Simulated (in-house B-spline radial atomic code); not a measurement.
## RPA and G0W0 on B3LYP (VWN-RPA): the lead ion Pb⁴⁺

Configuration [Xe] 4f14 5d10, mean-field start B3LYP (VWN-RPA). Computed with a B-spline radial code for spherical atoms: all electrons, scalar-relativistic (spin-free one-electron X2C), finite nucleus, each spin shell either full or empty, empty states to l = 9 with an (l + 1/2)⁻⁴ tail; G0W0 by contour deformation at full frequency.

Without the two-electron picture change, the correlation of inner shells comes somewhat too large for so heavy an element.

Command:
```bash
python run_gw.py task.json out
```
Settings (radii: box in bohr, nucleus in fm):
```
Z                        82
electrons                78
configuration            [Xe] 4f14 5d10
hamiltonian              x2c
method                   b3lyp
lmax                     9
rms_radius               5.5012
spin_polarised           False
box_radius               11.96
intervals                67
```

Run time, properties included: 8.5 s on 1 thread of Arm Neoverse N1, on a shared host.

Energies (hartree):

```
                                     term         value
                         mean-field total  -20882.98112
Hartree-Fock functional on these orbitals  -20876.79055
                      direct second order       -7.8918
                    second-order exchange        1.9555
                         SOSEX correction        1.8524
```

Question: What is the RPA correlation energy, and what remains with SOSEX?

Answer: RPA gives -6.9979 hartree (-2.44 eV per electron); RPA + SOSEX gives -5.1455, and the second-order doubles -5.9363 hartree (no singles). RPA lacks exchange-type terms and so overcorrelates at short range.

Quasi-particle levels (eV):

| level | occupied | mean field | Σx - vxc | Σc | QP weight | G0W0 |
| --- | --- | --- | --- | --- | --- | --- |
| 5d | yes | -63.46 | -6.55 | ? | ? | ? |
| 6s | no | -46.91 | 6.50 | -2.42 | 0.971 | -42.82 |

G0W0 = mean field + (Σx - vxc) + Σc, with Σc (partial-wave tail included) taken at the quasi-particle energy. Only the outer levels were computed. Levels of low weight are left out.

Question: Where does G0W0 put 5d?

Answer: At -70.25 eV, with Σc = -0.24 eV and a quasi-particle weight of 0.948. The tabulated removal energy is 68.8 ± 0.5 eV (NIST, semi-empirical); the calculation leaves out spin-orbit coupling, Breit and QED terms, and what these don't explain is the method's own error.
